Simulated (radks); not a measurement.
The numbers below are computed, except where a source is named.
Problem. Ionisation of the holmium ion Ho+, [Xe] 4f11 6s1, to [Xe] 4f11 as the strength of local exchange is varied. Level of theory: Dirac Kohn-Sham, Slater X-alpha exchange (alpha = 2/3 is LDA exchange), no correlation, spin-unpolarised, spherical densities, finite nucleus; open shells are shared between the two j in proportion to 2j + 1; Fermi nuclear charge, rms radius 5.2022 fm (a radial shooting solver on a logarithmic mesh with Libxc functionals).

alpha  E(Ho+) (hartree)  exchange (hartree)  IE (eV)  -e of the level emptied (eV)  <r> of it (bohr)
0.63        -12598.1028           -242.2320   10.956                 8.141 (6s1/2)             3.733
0.667       -12612.3380           -256.7781   11.136                 8.324 (6s1/2)             3.704
0.729       -12636.2313           -281.2302   11.443                 8.639 (6s1/2)             3.655
0.95        -12721.8009           -369.1753   12.598                 9.832 (6s1/2)             3.488
?           -12757.6065           -406.1458   13.103                10.358 (6s1/2)             3.422

Which alpha was used in the last row?

Solution. alpha = 1.042. NIST Atomic Spectra Database: 11.78 eV (semi-empirical). The Delta-SCF value meets it near alpha = 0.79. Spin polarisation and multiplet splitting are left out, so open shells lie too high by an amount that depends on their filling. Sharing an open shell by 2j + 1 raises it above the true ground level by a part of the spin-orbit splitting, which enters the differences from NIST.

Beside tabulated values, note that spin-unpolarised runs miss the spin-polarisation part of the exchange energy of open shells.
